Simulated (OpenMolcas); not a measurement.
neutral scandium: effect of the basis set

```yaml
Program: OpenMolcas
Method: CASSCF
Active_space: 3 electrons in 6 orbitals (3d 4s)
State_averaging: 2S+1 = 2 even, 30 roots; 2S+1 = 4 even, 10 roots kept (CI in the orbitals of an earlier block)
Spin-orbit_coupling: state interaction with AMFI integrals over the reference wave functions, term energies averaged over their components
```

A. ANO-L-VTZP [6s5p3d2f1g], non-relativistic, point nucleus; cost about 50 core-seconds
B. ANO-RCC-VTZP [6s5p3d2f1g], DKH2, point nucleus; cost about 25 core-seconds
C. ANO-R2 [6s5p4d2f1g], X2C, finite nucleus; cost roughly 30 core-seconds
D. ANO-R3 [7s5p5d3f2g], X2C, finite nucleus; cost of the order of 27 core-seconds
E. ANO-RCC-VQZP [7s6p4d3f2g1h], DKH2, point nucleus; cost roughly 30 core-seconds

Energies in cm⁻¹ above 3d 4s² ²D_3/2, the measured ground level; measured values from NIST Handbook of Basic Atomic Spectroscopic Data.

| Level | A | B | C | D | E | Measured |
| --- | --- | --- | --- | --- | --- | --- |
| 3d 4s² ²D_3/2 | 0.0 | 0.0 | 0.0 | 0.0 | 0.0 | 0.0 |
| 3d 4s² ²D_5/2 | 131 | 134 | 128 | 128 | 128 | 168 |
| 3d² 4s ⁴F_3/2 | 3240 | 4450 | 4309 | 4302 | 4326 | 11520 |
| 3d² 4s ⁴F_5/2 | 3286 | 4497 | 4354 | 4347 | 4371 | 11558 |
| 3d² 4s ⁴F_7/2 | 3351 | 4563 | 4417 | 4410 | 4434 | 11610 |
| 3d² 4s ⁴F_9/2 | 3434 | 4647 | 4498 | 4491 | 4515 | 11677 |
| 3d² 4s ²F_5/2 | 10465 | 11828 | 11748 | 11741 | 11758 | 14926 |
| 3d² 4s ²F_7/2 | 10595 | 11959 | 11875 | 11866 | 11884 | 15042 |
| 3d² 4s ⁴P_1/2 | 12042 | 13265 | 12998 | 13004 | 13086 |  |
| 3d² 4s ⁴P_3/2 | 12070 | 13293 | 13025 | 13031 | 13113 |  |
| 3d² 4s ⁴P_5/2 | 12112 | 13335 | 13066 | 13072 | 13155 |  |
| 3d² 4s ²D_3/2 | 13365 | 14609 | 14396 | 14402 | 14476 |  |
| 3d² 4s ²D_5/2 | 13379 | 14622 | 14409 | 14414 | 14488 |  |
| 3d² 4s ²G_7/2 | 16815 | 18086 | 17801 | 17810 | 17909 |  |
| 3d² 4s ²G_9/2 | 16816 | 18087 | 17801 | 17810 | 17909 |  |
| 3d² 4s ²P_1/2 | 18432 | 19775 | 19539 | 19541 | 19618 |  |
| 3d² 4s ²P_3/2 | 18488 | 19832 | 19594 | 19596 | 19673 |  |

Deviations, from unrounded energies. A percentage is the sum of absolute deviations over the sum of measured energies, with the sign that they share, or ± where signs differ.

| Against measurement | Levels | A | B | C | D | E |
| --- | --- | --- | --- | --- | --- | --- |
| mean absolute deviation (cm-1) | 7 | 6000 | 4900 | 5000 | 5000 | 5000 |
| fine structure of the ground term (%) | 1 | -22.0 | -20.6 | -23.7 | -24.0 | -23.8 |
| other configurations (%) | 6 | -55.0 | -45.1 | -46.0 | -46.1 | -45.9 |

B, C, D, E lie about equally close to measurement and A furthest from it. The largest miss of B in the table is 3d² 4s ⁴F_3/2, by -7100 cm-1. The ranking rests on the paired levels alone, and a cruder setting can come out closer through cancelling errors.

Among A to E the level of the table that moves most is 3d² 4s ²F_7/2, by 1400 cm-1 (lowest in A, highest in B).

Without dynamic correlation excited terms often stand tens of per cent too high (terms of higher spin than the ground term too low), and those without a measured partner can miss by more than the paired ones. Terms from blocks run as CI alone lack orbitals of their own. A single d shell beside an s shell can misplace configurations of different d count against each other. Computed and measured levels are paired by configuration, term and J; levels that our copy of the source lacks, or whose pairing is in doubt (as where it misses far off the trend of its configuration), stay unpaired and out of the deviations. Levels of configurations outside the active space are missing. Levels that lie high or do not pair safely by name in every column are left out.
